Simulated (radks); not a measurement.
Results of a calculation; reference values are marked as such.
Ionisation of neutral holmium, [Xe] 4f11 6s2, to Ho+, [Xe] 4f11 6s1, under several functionals. Scalar-relativistic Kohn-Sham, spin-polarised, spherical densities, point nucleus; open shells are filled with parallel spins first (spin-orbit coupling, left out, can overturn this in heavy ions); a radial shooting solver on a logarithmic mesh with Libxc functionals.

| functional | E(Ho) (hartree) | Exc (hartree) | IE (eV) | -e(HOMO) (eV) | <r> HOMO (bohr) | IE error (eV) |
|---|---|---|---|---|---|---|
| BP86 | -12618.1286 | -272.0399 | 6.206 | 2.075 | 0.8804 | +0.184 |
| PBEsol | -12612.3084 | -266.2054 | 6.034 | 1.983 | 0.8802 | +0.013 |
| revPBE | -12616.7209 | -270.6331 | 5.973 | 1.895 | 0.8806 | -0.048 |

NIST Atomic Spectra Database: 6.022 eV (measured). Closest: PBEsol. The Delta-SCF values span 0.23 eV, the total energies 5.82 hartree. The highest occupied level is 4f. Open shells are spherical and high-spin; term and fine-structure splittings are not resolved. Spin-orbit splitting is averaged out at the scalar-relativistic level.
